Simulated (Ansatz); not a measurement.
Cartesian coordinates in Å:
```
F -1.385 0.102 -2.132
C -0.968 -0.187 -0.904
F -1.763 0.479 -0.037
F -1.205 -1.494 -0.695
O 0.306 0.127 -0.766
Ge 1.103 0.225 0.867
H 0.716 1.573 1.477
H 0.613 -0.965 1.696
H 2.581 0.140 0.494
```

The species carries charge 0 and has multiplicity 1.

Q: List the r2SCAN/def2-TZVPP orbital energies in eV (Ansatz 0.2.0). (Best estimate.)

A: Ansatz gave: Occupied: -10835.44, -1350.51, -1200.58, -1200.54, -1200.54, -667.13, -667.13, -667.04, -516.87, -280.86, -168.72, -118.50, -118.36, -118.36, -34.91, -32.37, -32.23, -31.89, -31.69, -31.68, -31.60, -31.60, -27.96, -18.03, -16.14, -15.34, -15.28, -13.78, -11.74, -11.71, -11.04, -10.89, -10.87, -10.00, -9.81, -9.73, -9.01, -8.35. Lowest empty: -0.88, 0.09, 0.89, 0.91, 3.48, 4.07, 4.25, 4.65.
